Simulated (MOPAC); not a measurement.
Input for MOPAC: AM1 on H5InSi (SMILES [SiH3][InH2]), a point of a bond scan (R = 3.041 Å).

```
AM1 1SCF PRECISE CHARGE=0 THREADS=1
H5InSi

In    -0.32667194 1    -0.55207065 1     0.06665595 1
H      0.50151889 1    -2.56868845 1     2.18684265 1
H     -1.69916802 1    -0.94453524 1    -0.92206221 1
Si     0.98424778 1     1.66633835 1    -0.20679277 1
H      0.75722458 1     2.53069909 1     0.98114900 1
H      0.57858736 1     2.43360543 1    -1.41049999 1
H      2.44423217 1     1.40737952 1    -0.29782067 1
```

Program output:

```
*******************************************************************************
 **                                                                           **
 **                              MOPAC v23.2.5                                **
 **                                                                           **
 *******************************************************************************
 ** MOPAC's Digital Object Identifier: https://doi.org/10.5281/zenodo.6511958 **
 **                                                                           **
 ** Please cite the open-source release paper for use of this MOPAC version:  **
 ** J. E. Moussa and J. J. P. Stewart (2026)                                  **
 ** MOPAC: An open-source semiempirical molecular orbital program             **
 ** J. Open Source Softw., 11(119), 8025, https://doi.org/10.21105/joss.08025 **
 *******************************************************************************

                              AM1 CALCULATION RESULTS

 *******************************************************************************
 *  AM1        - The AM1 Hamiltonian to be used
 *
 *
 *
 *                 CHARGE ON SYSTEM = 0
 *
 *
 *
 *  PRECISE    - TIGHTER CRITERIA TO BE USED
 *  1SCF       - DO 1 SCF AND THEN STOP
 *  THREADS=1  - MULTI-THREADING NOT USED
 *  T=         - A TIME OF 172800.0 SECONDS REQUESTED
 *  DUMP=N     - RESTART FILE WRITTEN EVERY 7200.0 SECONDS REQUESTED
 *******************************************************************************
AM1 1SCF PRECISE CHARGE=0 THREADS=1
 H5InSi

   ATOM   CHEMICAL          X               Y               Z
  NUMBER   SYMBOL      (ANGSTROMS)     (ANGSTROMS)     (ANGSTROMS)

     1      In         -0.32667194  *  -0.55207065  *   0.06665595  *
     2       H          0.50151889  *  -2.56868845  *   2.18684265  *
     3       H         -1.69916802  *  -0.94453524  *  -0.92206221  *
     4      Si          0.98424778  *   1.66633835  *  -0.20679277  *
     5       H          0.75722458  *   2.53069909  *   0.98114900  *
     6       H          0.57858736  *   2.43360543  *  -1.41049999  *
     7       H          2.44423217  *   1.40737952  *  -0.29782067  *



          CARTESIAN COORDINATES

    NO.       ATOM           X           Y           Z

     1        In         -0.3267     -0.5521      0.0667
     2         H          0.5015     -2.5687      2.1868
     3         H         -1.6992     -0.9445     -0.9221
     4        Si          0.9842      1.6663     -0.2068
     5         H          0.7572      2.5307      0.9811
     6         H          0.5786      2.4336     -1.4105
     7         H          2.4442      1.4074     -0.2978

  H: (AM1): M.J.S. DEWAR ET AL, J. AM. CHEM. SOC. 107 3902-3909 (1985)
 Si: (AM1): M.J.S.DEWAR, C. JIE, ORGANOMETALLICS, 6, 1486-1490 (1987).
 In: (AM1): J. J. P. STEWART, J. MOL. MOD., 10, 155-164 (2004)

           Empirical Formula: H5 In Si  =     7 atoms



      MOLECULAR POINT GROUP   :   C1


      RHF CALCULATION, NO. OF DOUBLY OCCUPIED LEVELS = 6


 -------------------------------------------------------------------------------
 AM1 1SCF PRECISE CHARGE=0 THREADS=1
 H5InSi



     1SCF WAS SPECIFIED, SO BFGS WAS NOT USED
     SCF FIELD WAS ACHIEVED


                              AM1 CALCULATION
                                                       MOPAC v23.2.5 Linux




          FINAL HEAT OF FORMATION =        117.25048 KCAL/MOL =     490.57599 KJ/MOL


          COSMO AREA              =        127.00 SQUARE ANGSTROMS
          COSMO VOLUME            =        111.44 CUBIC ANGSTROMS

          IONIZATION POTENTIAL    =          8.184754 EV
          HOMO LUMO ENERGIES (EV) =         -8.185 -2.016
          NO. OF FILLED LEVELS    =          6
          MOLECULAR WEIGHT        =        147.9450         POINT GROUP:  C1

          MOLECULAR DIMENSIONS (Angstroms)

            Atom       Atom       Distance
            H     6    H     2     6.16196
            H     3    H     7     4.53206
            H     3    H     5     2.24215


          SCF CALCULATIONS        =          1





   ATOM   CHEMICAL          X               Y               Z
  NUMBER   SYMBOL      (ANGSTROMS)     (ANGSTROMS)     (ANGSTROMS)

     1      In         -0.32667194  *  -0.55207065  *   0.06665595  *
     2       H          0.50151889  *  -2.56868845  *   2.18684265  *
     3       H         -1.69916802  *  -0.94453524  *  -0.92206221  *
     4      Si          0.98424778  *   1.66633835  *  -0.20679277  *
     5       H          0.75722458  *   2.53069909  *   0.98114900  *
     6       H          0.57858736  *   2.43360543  *  -1.41049999  *
     7       H          2.44423217  *   1.40737952  *  -0.29782067  *

                             CARTESIAN COORDINATES

   1   In       -0.326671940    -0.552070650     0.066655950
   2    H        0.501518890    -2.568688450     2.186842650
   3    H       -1.699168020    -0.944535240    -0.922062210
   4   Si        0.984247780     1.666338350    -0.206792770
   5    H        0.757224580     2.530699090     0.981149000
   6    H        0.578587360     2.433605430    -1.410499990
   7    H        2.444232170     1.407379520    -0.297820670


           Empirical Formula: H5 In Si  =     7 atoms



      MOLECULAR POINT GROUP   :   C1


                  EIGENVALUES
 -16.45591 -14.68958 -12.41340 -12.37635  -9.95418  -8.18475  -2.01629  -1.45485
  -0.46018   1.39440   1.40416   1.73970   1.96739


              NET ATOMIC CHARGES AND DIPOLE CONTRIBUTIONS

  ATOM NO.   TYPE          CHARGE      No. of ELECS.   s-Pop       p-Pop
    1         In          -0.323353        3.3234     1.51741     1.80595
    2          H           0.068402        0.9316     0.93160
    3          H           0.044650        0.9553     0.95535
    4         Si           0.569336        3.4307     0.84578     2.58488
    5          H          -0.118677        1.1187     1.11868
    6          H          -0.122723        1.1227     1.12272
    7          H          -0.117637        1.1176     1.11764
 DIPOLE           X         Y         Z       TOTAL
 POINT-CHG.     0.846     0.695     0.292     1.133
 HYBRID        -0.657    -0.171    -0.469     0.825
 SUM            0.188     0.525    -0.176     0.585


          ATOMIC ORBITAL ELECTRON POPULATIONS

     Atom    s        px        py        pz
    1 In   1.51741   0.58271   0.72514   0.49809
    2  H   0.93160
    3  H   0.95535
    4 Si   0.84578   0.87074   0.84519   0.86896
    5  H   1.11868
    6  H   1.12272
    7  H   1.11764

 **********************
 *                    *
 * JOB ENDED NORMALLY *
 *                    *
 **********************




 == MOPAC DONE ==
```

The run finished.

Cost: very roughly 0.020 core-seconds.
